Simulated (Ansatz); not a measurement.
Relaxation of CH₉BOSi₂ (14 atoms, charge 0, multiplicity 1), to a largest force component of 0.02 eV/Å in at most 50 steps.

Method: RKS PBE0-D4/def2-SVP (Ansatz 0.2.0).

```xyz
14
Properties=species:S:1:pos:R:3:forces:R:3
B -1.893 -1.188 1.532 -2.07 0.57 -0.49
Si -0.020 -1.242 1.292 2.32 0.85 0.74
O 0.534 0.245 0.599 0.23 -1.26 1.40
C 0.505 0.197 -0.789 -3.69 0.25 -0.17
Si 1.024 1.795 -1.525 0.32 1.51 1.06
H -2.415 -1.225 2.596 -0.27 -0.21 0.46
H -2.612 -0.981 0.584 -0.14 -0.03 -0.01
H 0.362 -2.365 0.423 0.28 -0.40 -0.34
H 0.610 -1.425 2.651 0.25 0.16 -0.36
H 1.064 -0.621 -1.196 0.56 -1.05 -0.56
H -0.644 0.059 -1.066 1.96 -0.03 -0.30
H 2.451 2.020 -1.131 -0.03 0.14 -0.14
H 0.159 2.930 -0.987 0.32 -0.39 -0.13
H 0.863 1.772 -2.954 -0.03 -0.10 -1.17
```

Task: Where does it end, and by what steps?

Result: The run converged. After 10 steps the energy has fallen by 0.665 eV; H6 moved furthest, 0.75 Å.

```csv
step,energy less start (eV),largest force component (eV/Å),accepted
0,0.0000,3.695,yes
1,-0.4848,1.118,yes
2,-0.5667,0.544,yes
3,-0.5988,0.296,yes
4,-0.6368,0.157,yes
5,-0.6580,0.055,yes
6,-0.6475,0.301,no
7,-0.6634,0.032,yes
8,-0.6642,0.055,yes
9,-0.6628,0.139,no
10,-0.6648,0.018,yes
```

```xyz
14
Properties=species:S:1:pos:R:3
B -1.976 -1.157 1.499
Si 0.032 -1.182 1.417
O 0.704 0.024 0.463
C 0.437 0.131 -0.918
Si 1.040 1.829 -1.514
H -2.542 -1.892 2.276
H -2.669 -0.458 0.797
H 0.443 -2.536 0.900
H 0.631 -0.990 2.771
H 0.945 -0.670 -1.491
H -0.645 0.032 -1.144
H 2.501 1.976 -1.248
H 0.296 2.906 -0.795
H 0.790 1.955 -2.984
```

Time of the run: 49 s on 2 threads of Arm Neoverse V1, on a shared host, peak memory 0.29 GiB.
